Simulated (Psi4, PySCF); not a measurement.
Input for PySCF:
```python
from pyscf import gto, scf, mp

mol = gto.M(
    atom='''
O    -0.59065691   -0.01900468    0.25930853
O     0.59065691    0.01900468   -0.25930853
H    -1.28947104   -0.03417302   -0.46351846
H     1.28947104    0.03417302    0.46351846
''',
    basis='def2-svpd',
    charge=1,
    spin=1,
    verbose=4,
)

mf = scf.UHF(mol)
mf.kernel()

pt = mp.MP2(mf, frozen=2)
pt.kernel()
print('E(MP2) = %.10f' % pt.e_tot)
```

Q: Write the same job for Psi4.

A: Several could match; the one computed here: 
```
memory 2 GB

molecule {
1 2
  O    -0.59065691   -0.01900468    0.25930853
  O     0.59065691    0.01900468   -0.25930853
  H    -1.28947104   -0.03417302   -0.46351846
  H     1.28947104    0.03417302    0.46351846
}

set basis def2-svpd
set reference uhf
set freeze_core true
set mp2_type conv
set scf_type pk
set puream true
set d_convergence 1e-8

energy('mp2')
print_variables()
```

Both were run: PySCF gave -150.682369 Eh and Psi4 -150.682369 Eh, 0.000 mEh apart.
